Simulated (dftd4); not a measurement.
C₇H₇O (SMILES Cc1ccc([O])cc1), doublet, geometry from GFN2-xTB; D4 for wb97x in dftd4 4.2.0.

Here is a job for dftd4.
```
$ dftd4 mol.xyz --func wb97x --charge 0 --json dftd4.json --noedisp --property

# file mol.xyz
15

C     -2.77485450    -0.31397233    -0.09795376
C     -1.29792260    -0.13873099    -0.03622907
C     -0.45540720    -1.26271643     0.02356923
C      0.90039985    -1.13281791     0.06596932
C      1.53805169     0.17123047     0.05117137
O      2.76698655     0.30614444     0.08995023
C      0.63546333     1.30580553    -0.01312065
C     -0.71777593     1.13931539    -0.05441069
H     -3.10307357    -1.07229238     0.61135704
H     -3.06467633    -0.65514815    -1.09371576
H     -3.29368044     0.61901725     0.10676058
H     -0.90589933    -2.24607811     0.03647089
H      1.54792454    -1.99548828     0.11300103
H      1.08227016     2.28858041    -0.02585172
H     -1.36648507     2.00357152    -0.10159847
```

It wrote (shortened):

```
                    ____  _____ _____     ____  _  _
      -------------|  _ \|  ___|_   _|---|  _ \| || |------------
     |             | | | | |_    | | ___ | | | | || |_           |
     |             | |_| |  _|   | ||___|| |_| |__   _|          |
     |             |____/|_|     |_|     |____/   |_|            |
     |             ===================================           |
     |            E. Caldeweyher, S. Ehlert & S. Grimme          |
     |          Mulliken Center for Theoretical Chemistry        |
     |                    University of Bonn                     |
      -----------------------------------------------------------

Rational (Becke-Johnson) damping: wb97x-D4-ATM
---------------------
  s6         1.0000
  s8         0.5093
  s9         1.0000
  a1         0.0662
  a2         5.4487
 alp        16.0000
--------------------

Atomic data, radii in Ångström:
------------------------------------------------------
   Z          R(cov)      r4/r2   hardness         EN
------------------------------------------------------
   6 C        1.0000     1.6431     0.4220     2.5500
   8 O        0.8400     1.3725     0.5869     3.4400
   1 H        0.4267     1.0622     0.4726     2.2000
------------------------------------------------------

Atomic reference systems (in atomic units):
----------------------------------------------------------------------------
   Z        #      CN     q+Z       C6(AA)   #      CN     q+Z       C6(AA)
----------------------------------------------------------------------------
   6 C      1  0.0000  6.0000      49.3833   2  0.9189  5.8288      52.1688
            3  1.9079  5.8579      35.6972   4  2.8312  5.7775      35.8445
            5  3.7487  5.7435      28.6317   6  2.9183  5.8956      32.2504
            7  0.8556  6.2103      25.6194
   8 O      1  0.0000  8.0000      15.5711   2  0.8042  7.6453      20.8489
            3  1.6112  7.4012      24.8631   4  0.9798  8.0000      14.9880
   1 H      1  0.0000  1.0000       7.6362   2  0.8942  1.0000       3.0374
----------------------------------------------------------------------------

Atomic properties (in atomic units):
----------------------------------------------------------------------------
     #    Z              CN          q      C6(AA)        C8(AA)   alpha(0)
----------------------------------------------------------------------------
     1    6 C        3.7577    -0.2073     27.5640      797.1980     7.5751
     2    6 C        2.9653    -0.0366     30.4514      880.7066     9.0232
     3    6 C        2.9102    -0.1014     32.2003      931.2889     9.2755
     4    6 C        2.9080    -0.0763     31.5174      911.5394     9.1765
     5    6 C        2.8288     0.1695     25.6980      743.2303     8.2803
     6    8 O        0.8579    -0.3881     21.3734      431.3272     6.2034
     7    6 C        2.9082    -0.0762     31.5141      911.4437     9.1760
     8    6 C        2.9096    -0.1008     32.1837      930.8097     9.2731
     9    1 H        0.9246     0.1064      1.7275       20.8827     2.0554
    10    1 H        0.9243     0.1076      1.7170       20.7562     2.0492
    11    1 H        0.9249     0.1054      1.7362       20.9874     2.0605
    12    1 H        0.9254     0.1158      1.6473       19.9137     2.0071
    13    1 H        0.9257     0.1332      1.5111       18.2662     1.9223
    14    1 H        0.9257     0.1332      1.5109       18.2639     1.9222
    15    1 H        0.9255     0.1156      1.6491       19.9355     2.0082
----------------------------------------------------------------------------

Molecular properties (in atomic units):
----------------------------------------
 molecular C6                2695.4726
 molecular C8               66633.4901
----------------------------------------

Dispersion energy:      -2.8408358320286E-02 Eh

[Info] JSON dump of results written to 'dftd4.json'
```
